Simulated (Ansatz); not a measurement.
Two structures of GaNH4Cl2, closed shell, reached by relaxing down either side of one saddle point (PBE0-D4/def2-TZVP). Energies are electronic, without zero-point energy. Program: Ansatz 0.2.0. Basis: def2-TZVPP and def2-QZVPP. Cores are frozen in the correlated methods. Filled d shells of the heavier atoms are correlated. The def2 sets are not built for correlating such inner shells, so the correlated values are less sure here. Extrapolation: Hartree–Fock as exp(−7.88 √X), correlation as X^−2.97. First:

Ga1  (-0.282, 0.459, -0.679)
N2  (1.377, 0.363, 0.004)
Cl3  (-0.913, -0.894, -2.192)
Cl4  (-1.660, 1.918, 0.022)
H5  (-0.824, -1.365, 1.456)
H6  (-1.540, -1.385, 1.239)
H7  (2.092, -0.193, -0.433)
H8  (1.750, 1.096, 0.582)
(Å)

Second:

```csv
atom,x (Å),y (Å),z (Å)
Ga1,-1.0391,-0.1084,-0.2131
N2,0.9709,-0.0477,0.3883
Cl3,-0.6646,-0.7597,-2.2600
Cl4,-1.4072,2.0354,-0.0598
H5,1.1981,-0.6211,1.1933
H6,-1.7934,-1.0679,0.7512
H7,1.5363,-0.3497,-0.3996
H8,1.1991,0.9193,0.5995
```

Question: Which bonds change from the first to the second?

Answer: GaNH₂Cl₂ ([NH2][Ga]([Cl])[Cl]) + H₂ → GaHCl₂ ([Cl][GaH][Cl]) + NH₃ (still joined by a long Ga–N bond); bonds formed: Ga1–H6, N2–H5; bonds broken: H5–H6; bonds weakened to dative contacts: Ga1–N2.

Question: Give the saddle point's structure and its height above each. (An estimate is asked for; the value comes from the calculation.)

Answer: The calculation gives: 25.25 kcal/mol above the first and 48.89 kcal/mol above the second (CCSD(T) at an estimated basis limit (MP2 extrapolated from triple and quadruple zeta, plus CCSD(T) − MP2 in triple zeta)).
```xyz
8
angstrom
Ga -0.6888 0.1878 -0.4710
N 1.0699 0.0296 0.3235
Cl -0.9946 -0.8764 -2.2963
Cl -1.7553 1.9867 -0.0425
H 0.0361 -0.7407 0.9531
H -0.9210 -0.9824 0.9371
H 1.7962 -0.4393 -0.2036
H 1.4575 0.8349 0.7995
```

No T1 diagnostic of these runs exceeds 0.012.

Labels in which every atom is bracketed show which atoms are joined, not bond orders.

For scale, one of the runs: CCSD(T)/def2-TZVPP, 219 basis functions, launched by `ansatz run in.yaml --threads 4 --pin off --events-out ev --progress --plain --max-ram 9574MiB`. The run took 34 s on 4 CPU threads of an AMD EPYC 9R45 (shared host), with 3.2 GiB of host memory at its peak.
